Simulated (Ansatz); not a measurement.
Consider the formal exchange of groups at a Zn–C bond: `C[CH](C)[Zn][F]` + `BCCl` → `B[CH](Cl)[Zn][F]` + propane.

Gas-phase electronic energies from Ansatz, PBE0-D4/def2-TZVP geometries. CCSD(T)/CBS adds triple-zeta CCSD(T) − MP2 to the extrapolated MP2 energy (def2 sets, frozen cores). Functionals use def2-TZVPP. B3LYP here is the variant with VWN-RPA as its local correlation; programs differ in this. For Zn outer-core shells are correlated without core-valence functions, which leaves a few kJ/mol of doubt a bond. Scalar relativity is left out up to krypton. One conformer a species, not always the lowest.

| level | ΔE (kJ/mol) | difference from CCSD(T)/CBS |
| --- | --- | --- |
| PBE-D4 | -59.5 | -3.0 |
| r2SCAN-D4 | -59.8 | -3.3 |
| PBE0-D4 | -58.3 | -1.8 |
| B3LYP-D4 | -51.0 | 5.5 |
| ωB97X-V | -49.8 | 6.7 |
| ωB97M-V | -54.0 | 2.5 |
| B2PLYP | -52.7 | 3.8 |
| PBE | -59.0 | -2.5 |
| r2SCAN | -59.8 | -3.3 |
| PBE0 | -58.0 | -1.5 |
| B3LYP | -50.2 | 6.3 |
| HF/def2-TZVPP | -44.1 | 12.4 |
| MP2/def2-TZVPP | -56.2 | 0.3 |
| SCS-MP2/def2-TZVPP | -52.9 | 3.6 |
| CCSD/def2-TZVPP | -53.4 | 3.1 |
| CCSD(T)/def2-TZVPP | -57.2 | -0.7 |
| HF/def2-QZVPP | -45.6 | 10.9 |
| MP2/def2-QZVPP | -56.4 | 0.1 |
| SCS-MP2/def2-QZVPP | -53.0 | 3.5 |
| HF/CBS(def2) | -45.8 | 10.7 |
| MP2/CBS(def2) | -55.6 | 0.9 |
| CCSD/CBS(def2) | -52.8 | 3.7 |
| CCSD(T)/CBS | -56.5 | 0 |

Largest T1 diagnostic among the species: 0.015.

In def2-TZVPP, CCSD(T) changes the Hartree–Fock value by −13.1 kJ/mol (the triples alone add −3.7 kJ/mol) and MP2 by −12.1 kJ/mol.
